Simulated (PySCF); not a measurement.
Molfile (atoms numbered from 1):
```
C4H6O3S
     RDKit          3D

 14 13  0  0  0  0  0  0  0  0999 V2000
   -2.3708   -0.4002    0.7834 C   0  0  0  0  0  0  0  0  0  0  0  0
   -1.1692    0.3340    0.6492 O   0  0  0  0  0  0  0  0  0  0  0  0
   -0.4522    0.1579   -0.4439 C   0  0  0  0  0  0  0  0  0  0  0  0
   -0.8729   -0.8058   -1.6867 S   0  0  0  0  0  0  0  0  0  0  0  0
    0.8431    0.9235   -0.4183 C   0  0  0  0  0  0  0  0  0  0  0  0
    1.9018    0.0372    0.2252 C   0  0  0  0  0  0  0  0  0  0  0  0
    1.8834   -0.3455    1.3600 O   0  0  0  0  0  0  0  0  0  0  0  0
    2.8581   -0.2778   -0.6455 O   0  0  0  0  0  0  0  0  0  0  0  0
   -2.8006   -0.1085    1.7382 H   0  0  0  0  0  0  0  0  0  0  0  0
   -2.1649   -1.4733    0.7681 H   0  0  0  0  0  0  0  0  0  0  0  0
   -3.0552   -0.1647   -0.0360 H   0  0  0  0  0  0  0  0  0  0  0  0
    0.7215    1.8161    0.1971 H   0  0  0  0  0  0  0  0  0  0  0  0
    1.1592    1.1723   -1.4293 H   0  0  0  0  0  0  0  0  0  0  0  0
    3.5180   -0.8656   -0.2435 H   0  0  0  0  0  0  0  0  0  0  0  0
  1  2  1  0
  2  3  1  0
  3  4  2  0
  3  5  1  0
  5  6  1  0
  6  7  2  0
  6  8  1  0
  1  9  1  0
  1 10  1  0
  1 11  1  0
  5 12  1  0
  5 13  1  0
  8 14  1  0
M  END
```

Geometry: GFN2-xTB; GIAO shifts from PySCF 2.14.0 with density-fitted response routines, gas phase, non-relativistic, averaged over equivalent atoms.

At PBE0/pcSseg-1 (173 basis functions, 22 s wall time on 1 thread of an Intel Xeon Platinum 8488C, shared host):
```tsv
atoms	δ (ppm)
C3	223.2
C6	170.5
C1	61.4
C5	55.5
O7	434.4
O2	281.0
O8	217.8
H14	6.15
H9/H10/H11	4.29
H12/H13	3.95
```

δ = σ(ref) − σ, references computed at the same level: ¹³C (186.93 ppm), ¹H (31.72 ppm) vs TMS; ¹⁷O (336.08 ppm) vs H2O.

Q: Estimate the result of repeating the calculation with revPBE/pcSseg-1.

A: 
```json
{"atoms": "C3", "δ at revPBE/pcSseg-1": "210.3", "change": "-12.9"}
{"atoms": "C6", "δ at revPBE/pcSseg-1": "164.4", "change": "-6.1"}
{"atoms": "C1", "δ at revPBE/pcSseg-1": "61.6", "change": "+0.2"}
{"atoms": "C5", "δ at revPBE/pcSseg-1": "55.5", "change": "+0.0"}
{"atoms": "O7", "δ at revPBE/pcSseg-1": "423.3", "change": "-11.1"}
{"atoms": "O2", "δ at revPBE/pcSseg-1": "291.8", "change": "+10.8"}
{"atoms": "O8", "δ at revPBE/pcSseg-1": "225.7", "change": "+7.9"}
{"atoms": "H14", "δ at revPBE/pcSseg-1": "5.91", "change": "-0.24"}
{"atoms": "H9/H10/H11", "δ at revPBE/pcSseg-1": "4.32", "change": "+0.03"}
{"atoms": "H12/H13", "δ at revPBE/pcSseg-1": "4.02", "change": "+0.07"}
```

Shifts are taken against calculated references (same method and geometry level): TMS for ¹³C (182.71 ppm), ¹H (31.77 ppm); ¹⁷O (334.01 ppm) against H2O.

The largest change is at C3 (thiocarbonyl carbon). Cost: 173 basis functions, 35 s wall time on 1 thread of an Arm Neoverse V1, shared host. The order of the carbon signals is the same at both levels.

Hydrogen bonding in solution deshields acid and N–H amide carbonyl carbons by as much as 10 ppm beyond these values. Unscaled 17O shifts of doubly bonded oxygen tend to come out too high, by tens of ppm or more. Experimental scales use liquid or dissolved standards, which lie at an offset from isolated H2O (liquid H2O: subtract about 36 ppm).
